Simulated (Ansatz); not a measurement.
Relaxed structures of AlBH4Te, closed shell (PBE0-D4/def2-TZVP; forces vanish, vibrations not checked; lower isomers may exist, and structures with a doubtful reference or unclear bonds are left out; Å). Ansatz 0.2.0; basis: def2-TZVPP; cores frozen in the correlated methods. Filled d shells of the heavier atoms are correlated. Core potentials replace the inner electrons of the atoms past krypton. The def2 sets are not built for correlating such inner shells, so the correlated values are less sure here.

(1) Rank them by CCSD(T) energy, lowest first, and give each one's height above the lowest. Links in brackets join atoms within 1.22 times the sum of their covalent radii (1.1 for two metals). (Judge from chemistry; the value comes from the calculation.)
A.
AlBH₄Te ([BH2]1[AlH][TeH]1)
```
7
angstrom
B -0.5967 -0.6925 -0.5899
Te 1.7052 -0.2999 -0.0872
Al -0.5871 1.1807 0.2053
H -0.5734 -0.6459 -1.7923
H -1.0150 -1.6637 -0.0361
H 1.6051 -0.5240 1.5577
H -0.4777 2.6353 0.8256
```
B.
AlBH₄Te ([H]1[BH2]2[Te][AlH]12)
```
7
angstrom
B -1.1670 -0.6745 -0.7168
Te -0.3720 1.3441 -1.7063
Al 0.8776 0.1585 -0.0668
H -2.1345 -0.4393 -0.0569
H -0.2984 -1.1101 0.1580
H 2.0713 -0.1602 0.8973
H -1.1968 -1.5378 -1.5419
```
C.
AlBH₄Te ([AlH2][B][TeH2])
```
7
angstrom
B -0.1584 0.5009 -0.7463
Te -1.7982 -0.6556 -0.1098
Al 1.4618 0.9579 0.4398
H -2.3820 -1.4377 -1.4796
H -1.5343 -2.2090 0.5584
H 2.8663 0.2608 0.1624
H 1.3474 2.1753 1.4609
```

T1 diagnostic: at most 0.017. The restricted Hartree–Fock reference is unstable towards an unrestricted one at one or more of these structures.

## Answers

(1) By the calculation: B (0.0 kJ/mol), A (124.3 kJ/mol), C (481.2 kJ/mol). Heights count from the lowest.

For scale, one of the runs: CCSD(T)/def2-TZVPP, 179 basis functions, launched by `ansatz run in.yaml --threads 2 --pin off --events-out ev --progress --plain --max-ram 4352MiB`. The run took 68 s on 2 CPU threads of an Arm Neoverse V2 (shared host), with 1.8 GiB of host memory at its peak.
